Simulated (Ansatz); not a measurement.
```xyz
7

N     0.330   -1.176   -0.143
B    -0.262    0.067    0.068
F    -1.557    0.129    0.389
Se    0.772    1.733   -0.095
H     1.295   -1.302   -0.387
H    -0.197   -2.028   -0.059
H    -0.382    2.577    0.228
```

Total charge 0; spin multiplicity 1.

List the PBE0/def2-TZVPP orbital energies in eV (the Gaussian-basis code of Ansatz). (Estimate.)

Ansatz gave: Occupied: -12361.35, -1584.17, -1421.20, -1421.16, -1421.13, -673.99, -391.58, -214.59, -186.48, -158.18, -158.06, -157.94, -58.18, -58.15, -58.04, -57.94, -57.94, -33.68, -24.79, -19.72, -15.72, -14.77, -14.13, -12.85, -12.29, -10.83, -8.96, -8.94, -6.99. Lowest empty: 0.19, 0.98, 1.06, 1.92, 2.20, 2.71, 3.72, 3.86.
